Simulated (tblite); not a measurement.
Species: C6H2NS (doublet state).
InChI=1S/C6H2NS/c1-2-6(8)4-3-5-7/h5,7H/b7-5+

Structure optimised with GFN2-xTB, isolated species. This method treats the open shell by occupation alone, without spin polarisation.

Masses are those of the commonest isotopes; rigid-rotor values at the optimised geometry. 

Question: What are A, B and C (cm⁻¹)?

Answer: Ia = 158.26, Ib = 594.58, Ic = 734.00 u·Å²; 505379 MHz·u·Å²/I gives 3193, 850.0 and 688.5 MHz, that is A = 0.10652, B = 0.02835, C = 0.02297 cm⁻¹.

Question: What kind of rotor is it?

Answer: An asymmetric top: κ = (2 × 850.0 − 3193 − 688.5)/(3193 − 688.5) = -0.87.

Question: What does the inertial defect say?

Answer: Not planar: Δ = Ic − Ia − Ib = -18.85 u·Å². For a rigid frame Δ = −2 Σ m c², so Σ m c² = 9.42 u·Å² lies off the ab plane: 2.24 from hydrogen and 7.18 from heavier atoms. The atom farthest from that plane is 1.46 Å away.

Question: Give the other two planar moments, Paa and Pbb, and the rms extents of the mass along the axes.

Answer: Paa = Σ m a² = (Ib + Ic − Ia)/2 = 585.16 and Pbb = Σ m b² = (Ia + Ic − Ib)/2 = 148.84 u·Å². With the mass M = 119.99 u, the rms extents √(P/M) along a, b and c are 2.21, 1.11, 0.28 Å.

Question: List the rotational levels J(Ka,Kc) to J = 3 (K).

Answer: Above 0(0,0), as E/k:
J = 1: 1(0,1) 0.074, 1(1,1) 0.186, 1(1,0) 0.194
J = 2: 2(0,2) 0.221, 2(1,2) 0.326, 2(1,1) 0.349, 2(2,1) 0.687, 2(2,0) 0.687
J = 3: 3(0,3) 0.441, 3(1,3) 0.536, 3(1,2) 0.582, 3(2,2) 0.908, 3(2,1) 0.910, 3(3,1) 1.490, 3(3,0) 1.490
The levels of one J sum to (2J + 1)J(J + 1)(A + B + C)/3.

Question: Estimate the classical rotational partition function at 10 K, 25 K and 200 K.

Answer: Point group C1, symmetry number σ = 1; q = (√π/σ)·√((kT/h)³/(ABC)), k/h = 20836.6 MHz/K: 3900 at 10 K, 15400 at 25 K, 349000 at 200 K.

For this open shell read J as N, the rotation without spin; fine and hyperfine splittings come on top. Its GFN2-xTB frequencies are all real (lowest 40 cm⁻¹). No vibrational averaging or centrifugal distortion is included, and the geometry carries the error of its method.

These are computed values.
